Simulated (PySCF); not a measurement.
## C₆ coefficients of unlike pairs at TPSS

Calculated with PySCF 2.14 from the dipole response of each species, C₆(A,B) = (3/π) ∫ α_A(iu) α_B(iu) du, in atomic units, from isotropic polarisabilities. For ions this is the dispersion term alone; charge-induced terms of lower order in 1/R come first.

```
species           configuration                                                                                    basis      relativity  α (bohr³)  C₆ (like pair)
     O⁺       [He] 2s2 2p3 (4S)                                                               aug-cc-pV5Z (7s6p5d4f3g2h)            none      2.691           5.332
     Mn       [Ar] 3d5 4s2 (6S)  aug-cc-pwCVTZ-DK with one added diffuse shell each of s, p, d, f, g type (11s10p8d5f4g)   spin-free X2C      79.87           779.9
     Sn  [Kr] 4d10 5s2 5p2 (3P)                                                aug-cc-pwCVDZ-PP with ECP28MDF (6s5p4d1f)  core potential      59.16           658.4
   In³⁺          [Kr] 4d10 (1S)             x2c-TZVPPall with one added diffuse shell each of s, p, d, f type (9s7p5d3f)   spin-free X2C      3.393           14.70
```

(1) Estimate C₆ for Sn with O⁺.

No spin-orbit coupling is included.

The other pairs:

| pair | C₆ |
| --- | --- |
| In³⁺, O⁺ | 8.599 |
| Mn, O⁺ | 48.63 |
| In³⁺, Sn | 71.44 |
| In³⁺, Mn | 67.99 |
| Sn, Mn | 704.2 |

Results:

(1) The integral gives 49.84. The combination rule 2 C_A C_B / (C_A α_B/α_A + C_B α_A/α_B) gives 47.70 and the geometric mean 59.25.
